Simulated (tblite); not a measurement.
Species: C₆H₁₃P.
Structure used (GFN2-xTB), in Å, numbered top down from 1:
```
atom  x, y, z in Å
C1     1.4350   -0.2944   -1.6982
C2     1.0484   -0.3435   -0.4302
C3     1.9506   -0.7829    0.6826
P4    -0.5254    0.4439    0.1642
C5    -0.7159    1.9760    0.8911
C6    -1.6243    0.3668   -1.2878
C7    -1.1857   -0.8226    1.2981
H8     0.7832    0.0453   -2.4851
H9     2.4158   -0.6246   -2.0047
H10    2.9921   -0.7936    0.3677
H11    1.6819   -1.7852    1.0181
H12    1.8429   -0.1040    1.5304
H13   -0.3870    2.7657    0.2165
H14   -0.1810    2.0335    1.8386
H15   -1.5887   -0.6120   -1.7629
H16   -2.6307    0.5829   -0.9320
H17   -1.3380    1.1382   -2.0000
H18   -1.1552   -1.8101    0.8401
H19   -0.6111   -0.8281    2.2222
H20   -2.2122   -0.5409    1.5283
```

All values are computed: GFN2-xTB (tblite) harmonic vibrations without scaling, gas phase. This tight-binding method is rough: wavenumbers can miss measured ones by several per cent, in bad cases by 10 to 20. One conformer, not necessarily the lowest.

Harmonic wavenumbers (cm⁻¹): 56.2, 140.6, 150.9, 159.3, 189.8, 196.9, 237.3, 242.0, 273.1, 316.7, 346.5, 363.2, 436.0, 575.8, 663.8, 714.8, 743.5, 767.9, 773.0, 820.4, 855.0, 874.1, 884.0, 933.3, 940.8, 987.7, 999.6, 1034.6, 1181.7, 1298.9, 1303.7, 1389.8, 1401.8, 1405.9, 1415.3, 1423.9, 1433.5, 1442.8, 1475.1, 1479.6, 1673.2, 2951.2, 2963.2, 2982.1, 2992.3, 2994.7, 2996.0, 3003.2, 3007.0, 3011.0, 3012.4, 3025.0, 3078.1, 3116.7.

A = 2660, B = 1779, C = 1497 MHz; mass 116.075 u (most abundant isotopes); point group C1, symmetry number 1.

Question: Zero-point energy?

Answer: Half the sum of the wavenumbers: 36567 cm⁻¹ = 437.45 kJ/mol.

Question: What is S at 500 K and 1 bar for an ideal gas of classical rigid rotors and harmonic oscillators?

Answer: Translation 178.90, rotation 124.47, vibration 216.40: S = 519.8 J/(mol K).

Question: And Cp and H(500 K) − H(0)?

Answer: Cp = 248.66 J/(mol K), of which vibrations give 215.40 (their classical limit is 54 R = 449.0); H(500 K) − H(0) = 73.84 kJ/mol without the zero-point energy, 57.21 from vibrations.

Question: Which modes carry the vibrational entropy at 500 K?

Answer: 56.2 cm⁻¹: 23.47; 140.6 cm⁻¹: 15.89; 150.9 cm⁻¹: 15.32; 159.3 cm⁻¹: 14.87; 189.8 cm⁻¹: 13.45; 196.9 cm⁻¹: 13.15 J/(mol K); the other 48 give 120.25 together.

Question: What must be added to the electronic energy to get the Gibbs energy at 500 K and 1 bar?

Answer: ZPE + [H(500 K) − H(0)] − T·S = 437.45 + 73.84 − 259.88 = 251.41 kJ/mol.

Question: Blend soft modes into free rotors: weight 1/[1 + (100 cm⁻¹/ν̃)⁴] for the oscillator and the rest for a rotor with moment μB/(μ + B), μ = h/(8π²ν), B = 10⁻⁴⁴ kg m². What vibrational entropy results?

Answer: 208.23 J/(mol K) in place of 216.40, which changes −T·S at 500 K by +4.08 kJ/mol.

Question: How do the functions run with temperature in this model?

Answer: 
```csv
T (K),S (J/(mol K)),Cp (J/(mol K)),H − H(0) (kJ/mol),G − H(0) (kJ/mol),ln q(vib)
150,317.2,107.8,10.01,-37.58,2.46
250,382.8,152.2,23.02,-72.67,5.25
298.15,411.4,173.1,30.86,-91.79,6.61
400,468.1,214.3,50.64,-136.62,9.48
600,567.7,277.2,100.17,-240.45,14.98
900,692.9,339.9,193.43,-430.16,22.65
```

q(vib) and H(0) count from the zero-point level.

Hindered rotation and anharmonicity are outside this model. Other conformers, if any are populated, would add a mixing term that is left out. The structure is chiral; the term R ln 2 for an equal mix with its mirror image is left out.
